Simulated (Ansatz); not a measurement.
The same path of Cl$_{4}$FHHf (7 atoms, charge 0, multiplicity 1) was run twice with different band settings. Lost on the way: Hf1–Cl2, F6–H7. Made: Cl2–H7.

The calculation used RKS B3LYP-D4/def2-SVP (Ansatz).

Relaxed end points:

```xyz
7
Properties=species:S:1:pos:R:3
Hf -0.089 0.000 0.040
Cl 0.202 0.000 2.433
Cl 2.160 0.000 -0.595
Cl -0.863 1.979 -0.958
Cl -0.863 -1.979 -0.958
F -2.277 0.000 1.067
H -2.010 0.000 1.976
```

```xyz
7
Properties=species:S:1:pos:R:3
Hf -0.528 0.000 -0.633
Cl -0.133 0.000 3.658
Cl 1.710 0.000 0.041
Cl -0.970 1.915 -1.905
Cl -0.970 -1.916 -1.905
F -1.695 0.000 0.882
H -1.154 0.000 2.864
```

Common settings: movable images 5; climbing image yes; optimiser quadratic models (default); start path through a guess of the saddle point; force threshold 0.03 eV/Å; iteration limit 60; end points relaxed.

| run | spring |
| --- | --- |
| 1 | 5.0 eV/Å² |
| 2 | 20.0 eV/Å² |

What does each run give, and how far can it be trusted?

Run 1: converged after 13 iterations, highest image 0.342 eV above the first end. A vibrational analysis at the climbing image gives one clearly imaginary mode, 438i cm⁻¹, and a faint second one (16i cm⁻¹) that may be numerical noise or a soft torsion: probably a first-order saddle point.
Run 2: converged after 15 iterations, highest image 0.342 eV above the first end. Another band between the same ends (5 images) ends at a top of the same energy, where a vibrational analysis finds 1 clearly imaginary mode.
The orbitals stay closed-shell, which can raise the energy where a bond breaks towards radicals; this wasn't checked here.
